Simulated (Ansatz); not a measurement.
Reaction (ligand exchange at the Si–O bond): `N[SiH](O)[SiH2]O` + H–F → `N[SiH](F)[SiH2]O` + H₂O

Calculated with Ansatz (gas phase, PBE0-D4/def2-TZVP geometries, no zero-point term in ΔE). CBS: MP2 limit from def2 TZ/QZ plus the TZ coupled-cluster correction, frozen cores. This one scheme is used for every species. Functionals use def2-TZVPP. B3LYP here is the variant with VWN-RPA as its local correlation; programs differ in this. HSE06 is defined as in plane-wave codes. Each species was taken in one conformer, which may not be the lowest.

```tsv
level	ΔE (kcal/mol)	difference from CCSD(T)/CBS
B97M-V	-11.1	-1.0
CAM-B3LYP-D4	-10.6	-0.5
ωB97M-V	-10.3	-0.2
BLYP	-12.0	-1.9
PBE0	-10.3	-0.2
B3LYP	-11.5	-1.4
r2SCANh	-10.6	-0.5
r2SCAN0	-10.4	-0.3
HSE06	-10.2	-0.1
BHLYP	-11.3	-1.2
LC-ωPBE	-10.5	-0.4
RPA@PBE/def2-TZVPP	-10.3	-0.2
CCSD/def2-SVP	-10.3	-0.2
CCSD(T)/def2-TZVPP	-9.9	0.2
HF/CBS(def2)	-12.6	-2.5
CCSD/CBS(def2)	-10.4	-0.3
CCSD(T)/CBS	-10.1	0
```

Largest T1 diagnostic among the species: 0.012.

The D4 term adds +1.0 kcal/mol with B3LYP and +0.5 kcal/mol with PBE0; it sums over pairs of atoms, weighted by their polarisabilities, and B3LYP, whose exchange is more repulsive, gets the larger term. In def2-TZVPP, CCSD(T) changes the Hartree–Fock value by +2.3 kcal/mol (the triples alone add +0.4 kcal/mol) and MP2 by +2.8 kcal/mol.

CCSD(T)/CBS has its own doubt, a few kJ/mol and more with outer-core shells, so smaller differences from it don't rank the levels.
